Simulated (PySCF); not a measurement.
## C₆ coefficients of unlike pairs at PBE

Calculated with PySCF 2.14 from the dipole response of each species, C₆(A,B) = (3/π) ∫ α_A(iu) α_B(iu) du, in atomic units, from isotropic polarisabilities. For ions this is the dispersion term alone; charge-induced terms of lower order in 1/R come first.

```csv
species,configuration,basis,relativity,α (bohr³),C₆ (like pair)
Cr²⁺,[Ar] 3d4 (5D),aug-cc-pVDZ (7s6p4d2f),none,4.301,12.14
Pt²⁺,[Xe] 4f14 5d8 (3F),def2-QZVPPD with the def2 core potential (60 electrons) (7s5p4d4f2g),core potential,9.692,63.32
Sb,[Kr] 4d10 5s2 5p3 (4S),def2-QZVPPD with the def2 core potential (28 electrons) (8s6p5d4f1g),core potential,47.59,525.1
Hg²⁺,[Xe] 4f14 5d10 (1S),aug-cc-pwCVTZ-PP with ECP60MDF (8s8p7d4f3g),core potential,8.174,53.32
```

**Question.** Estimate C₆ for Hg²⁺ with Pt²⁺.

**Answer.** The integral gives 57.96. The combination rule 2 C_A C_B / (C_A α_B/α_A + C_B α_A/α_B) gives 57.90 and the geometric mean 58.10.

No spin-orbit coupling is included.

The other pairs:

```csv
pair,C₆
"Hg²⁺, Cr²⁺",25.39
"Sb, Cr²⁺",70.98
"Sb, Pt²⁺",163.2
"Pt²⁺, Cr²⁺",27.67
"Hg²⁺, Sb",144.9
```
